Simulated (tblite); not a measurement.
Distances in Å between the heavy atoms of a computed structure (GFN2-xTB; lower triangle, same order across):
```
C1    0.00
C2    1.20  0.00
C3    2.65  1.45  0.00
F4    3.39  2.32  1.40  0.00
C5    3.61  2.54  1.55  2.47  0.00
C6    4.24  3.21  2.17  3.22  1.54  0.00
C7    3.51  2.47  1.49  2.44  2.12  1.49  0.00
C8    4.05  3.27  2.71  3.37  3.58  2.71  1.47  0.00
F9    4.51  3.95  3.66  4.60  4.25  3.12  2.36  1.39  0.00
```

Hydrogens: 1 on C1, 2 on C5, 2 on C6, 2 on C8.

Doublet state.

(1) Read off the bonds between heavy atoms and their formal orders.

(2) Give the structure as a SMILES string.

(3) Which rings does it hold?

(4) Describe the place of each heavy atom.

Results:

(1) C1–C2 (triple); C2–C3 (single); C3–F4 (single); C3–C5 (single); C5–C6 (single); C6–C7 (single); C7–C8 (single); C8–F9 (single); C3–C7 (single).

(2) `C#CC1(F)CC[C]1CF`, C7H7F2. The mark at the stereocentre is left out: distances alone don't tell a structure from its mirror image.

(3) C3–C5–C6–C7 (4 members, 0.02 Å rms from planarity).

(4) C1: carbon bonded to C and H; C2: carbon bonded to 2 C; C3: carbon bonded to 3 C and F; F4: fluorine bonded to C; C5: carbon bonded to 2 C and 2 H; C6: carbon bonded to 2 C and 2 H; C7: carbon bonded to 3 C; C8: carbon bonded to C, F and 2 H; F9: fluorine bonded to C.

Shape of the structure used: `[CH:1]#[C:2][C@:3]1([F:4])[CH2:5][CH2:6][C:7]1[CH2:8][F:9]`: C6–C7–C8–F9 -42°.
